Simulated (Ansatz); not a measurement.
`O[SiH2]B(F)Cl` + `CSB(C)O` → `CB(Cl)[SiH2]O` + `CSB(O)F`  (redistribution)

Isolated molecules relaxed with PBE0-D4/def2-TZVP in Ansatz; ΔE leaves out vibrations. CCSD(T)/CBS is the MP2 limit (def2-TZVPP, def2-QZVPP) plus CCSD(T) − MP2 in def2-TZVPP, frozen cores. DFT in def2-TZVPP. B3LYP here is the variant with VWN-RPA as its local correlation; programs differ in this. One conformer a species, not always the lowest.

`O[SiH2]B(F)Cl`:

```xyz
8

O     0.705   -0.974    1.339
Si    0.565    0.417    0.468
B    -0.688    0.137   -1.108
F    -0.843    1.014   -2.075
Cl   -1.658   -1.333   -1.202
H    -0.022   -1.596    1.281
H     0.020    1.533    1.292
H     1.921    0.803    0.005
```

`CSB(C)O`:

Cartesian coordinates in Å:
```
C -0.447 -1.134 1.470
S -1.529 -0.319 0.273
B -0.381 0.581 -0.811
C 1.174 0.561 -0.633
O -0.914 1.308 -1.832
H 0.239 -1.818 0.973
H -1.089 -1.701 2.143
H 0.114 -0.403 2.049
H 1.471 0.925 0.356
H 1.663 1.181 -1.386
H 1.572 -0.455 -0.716
H -1.873 1.276 -1.886
```

`CB(Cl)[SiH2]O`:

```xyz
11

C    -1.285   -0.982   -0.567
B     0.050   -0.871    0.217
Cl    0.662   -2.274    1.088
Si    1.187    0.793    0.398
O     0.643    2.087   -0.484
H    -2.069   -0.563    0.082
H    -1.288   -0.363   -1.469
H    -1.582   -2.004   -0.811
H     2.555    0.516   -0.112
H     1.287    1.144    1.848
H    -0.160    2.517   -0.189
```

`CSB(O)F`:

Cartesian coordinates in Å:
```
C 0.469 -0.141 -1.424
S -1.126 -0.495 -0.645
B -0.787 -0.035 1.061
O 0.422 0.434 1.451
F -1.774 -0.170 1.952
H 0.366 -0.398 -2.477
H 0.718 0.914 -1.331
H 1.257 -0.746 -0.979
H 0.453 0.637 2.391
```

```json
{"level": "PBE0-D4", "ΔE (kJ/mol)": "1.8", "difference from CCSD(T)/CBS": "-0.4"}
{"level": "B3LYP-D4", "ΔE (kJ/mol)": "2.3", "difference from CCSD(T)/CBS": "0.1"}
{"level": "ωB97M-V", "ΔE (kJ/mol)": "2.5", "difference from CCSD(T)/CBS": "0.3"}
{"level": "PBE0", "ΔE (kJ/mol)": "1.4", "difference from CCSD(T)/CBS": "-0.8"}
{"level": "HF/def2-TZVPP", "ΔE (kJ/mol)": "-5.5", "difference from CCSD(T)/CBS": "-7.7"}
{"level": "MP2/def2-TZVPP", "ΔE (kJ/mol)": "2.5", "difference from CCSD(T)/CBS": "0.3"}
{"level": "SCS-MP2/def2-TZVPP", "ΔE (kJ/mol)": "1.7", "difference from CCSD(T)/CBS": "-0.5"}
{"level": "CCSD(T)/def2-TZVPP", "ΔE (kJ/mol)": "2.1", "difference from CCSD(T)/CBS": "-0.1"}
{"level": "HF/CBS(def2)", "ΔE (kJ/mol)": "-5.2", "difference from CCSD(T)/CBS": "-7.4"}
{"level": "CCSD/CBS(def2)", "ΔE (kJ/mol)": "0.3", "difference from CCSD(T)/CBS": "-1.9"}
{"level": "CCSD(T)/CBS", "ΔE (kJ/mol)": "2.2", "difference from CCSD(T)/CBS": "0"}
```

Largest T1 diagnostic among the species: 0.013.

In def2-TZVPP, CCSD(T) changes the Hartree–Fock value by +7.6 kJ/mol (the triples alone add +1.9 kJ/mol) and MP2 by +8.0 kJ/mol. From PBE to PBE0 (25 % exact exchange), in def2-TZVPP and without D4, ΔE moves by −3.3 kJ/mol.
